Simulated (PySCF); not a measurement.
Species: C₈H₁₂O₂.
SMILES with atom numbers: `[CH2:1]=[C:2]([CH3:3])[CH2:4]/[CH:5]=[CH:6]/[O:7][C:8]([CH3:9])=[O:10]` (hydrogens: H11, H12 on C1; H13, H14, H15 on C3; H16, H17 on C4; H18 on C5; H19 on C6; H20, H21, H22 on C9)

Method used: PySCF, PBE0-D3(BJ)/def2-SVP geometry optimisation, gas phase.

(1) Give the optimised bond lengths and angles.

## Answers

(1) 
```tsv
bond	length (pm)	order
C1=C2	133.7	double
C2–C3	149.8	single
C2–C4	151.2	single
C4–C5	149.8	single
C5=C6	133.2	double
C6–O7	137.0	single
O7–C8	135.6	single
C8–C9	149.7	single
C8=O10	119.9	double
C1–H11	109.4	single
C1–H12	109.4	single
C3–H13, C3–H14, C3–H15	110.2	single
C4–H16, C4–H17	110.4	single
C5–H18	109.6	single
C6–H19	109.3	single
C9–H20, C9–H21, C9–H22	109.8	single
```

Bonds in one row agree within 1 pm and their mean is given. Orders are formal, as drawn. A selection of angles:
```tsv
angle	degrees
C1–C2–C3	122.6
C1–C2–C4	121.4
C3–C2–C4	116.0
C2–C4–C5	112.8
C4–C5–C6	123.5
C5–C6–O7	120.5
C6–O7–C8	118.3
O7–C8–C9	110.4
O7–C8–O10	123.5
C9–C8–O10	126.1
```

Torsions: C1–C2–C4–C5 116° (anticlinal); C2–C4–C5–C6 118° (anticlinal); C4–C5–C6–O7 180° (antiperiplanar); C5–C6–O7–C8 -179° (antiperiplanar); C6–O7–C8–C9 179° (antiperiplanar). The mirror-image conformer, all signs reversed, is as good.

The 6 C–C bonds span 1.332 Å (C5=C6, drawn double) to 1.512 Å (C2–C4, drawn single), a spread of 0.180 Å. Of the pairs four or more bonds apart, O10···H19 is among the closest relative to their van der Waals radii: 2.28 Å, 84 % of the sum of Bondi's values. The C–O distances run from 1.199 Å (C8=O10, drawn double) to 1.370 Å (C6–O7, drawn single), a spread of 0.171 Å.

Point group: C1 (no symmetry element, even within 0.4 Å). No PBE0-D3(BJ)/def2-SVP frequencies stand behind this structure, so it isn't proved a minimum. One conformer, not necessarily the lowest.
